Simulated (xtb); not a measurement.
C₂H₁₂N₂Si₂, SMILES C[Si@H](CN)N[SiH3]. All values are semi-empirical tight-binding results from xtb (GFN2-xTB unless named), good for trends rather than for accurate numbers. Geometry optimised at GFN2-xTB. The structure was generated by enumeration; whether it is a known compound was not checked. One conformer was computed; it need not be the lowest.

Optimised geometry:

Bonds (Å): C1–Si2 1.894, C1–H7 1.086, C1–H8 1.084, C1–H9 1.085, Si2–C3 1.912, Si2–N5 1.738, Si2–H10 1.473, C3–N4 1.461, C3–H11 1.091, C3–H12 1.102, N4–H13 1.016, N4–H14 1.014, N5–Si6 1.734, N5–H15 1.008, Si6–H16 1.463, Si6–H17 1.467, Si6–H18 1.465. Bond angles (°): Si2–C1–H7 111.8, Si2–C1–H8 110.4, Si2–C1–H9 111.4, H7–C1–H8 107.6, H7–C1–H9 107.8, H8–C1–H9 107.8, C1–Si2–C3 110.5, C1–Si2–N5 108.0, C1–Si2–H10 110.7, C3–Si2–N5 108.1, C3–Si2–H10 109.2, N5–Si2–H10 110.3, Si2–C3–N4 110.4, Si2–C3–H11 109.2, Si2–C3–H12 111.1, N4–C3–H11 107.1, N4–C3–H12 112.4, H11–C3–H12 106.4, C3–N4–H13 110.4, C3–N4–H14 109.4, H13–N4–H14 107.1, Si2–N5–Si6 130.6, Si2–N5–H15 113.0, Si6–N5–H15 114.3, N5–Si6–H16 108.5, N5–Si6–H17 111.5, N5–Si6–H18 105.4, H16–Si6–H17 109.6, H16–Si6–H18 111.2, H17–Si6–H18 110.6.

Computed properties:
```
Item                                            Value
--------------------------------------  -------------
orbital gap                                   4.71 eV
dipole moment                                  1.14 D
zero-point energy                       86.8 kcal/mol
G − E(el) at 298.15 K (modified RRHO)   63.9 kcal/mol
static polarisability (D4 model)          102.0 bohr³
solvation energy, GFN2-xTB/ALPB(water)  -2.1 kcal/mol
solvation energy, GFN2-xTB/ALPB(thf)    -6.6 kcal/mol
```

Computed atomic charges and the Wiberg bond orders between heavy atoms:
charges (e) C1 -0.21, Si2 0.50, C3 -0.08, N4 -0.35, N5 -0.44, Si6 0.48, H7 0.03, H8 0.02, H9 0.03, H10 -0.08, H11 0.01, H12 -0.01, H13 0.13, H14 0.13, H15 0.15, H16 -0.10, H17 -0.11, H18 -0.11. Bond orders C1–Si2 0.89, Si2–C3 0.84, C3–N4 1.04, Si2–N5 1.07, N5–Si6 1.06.
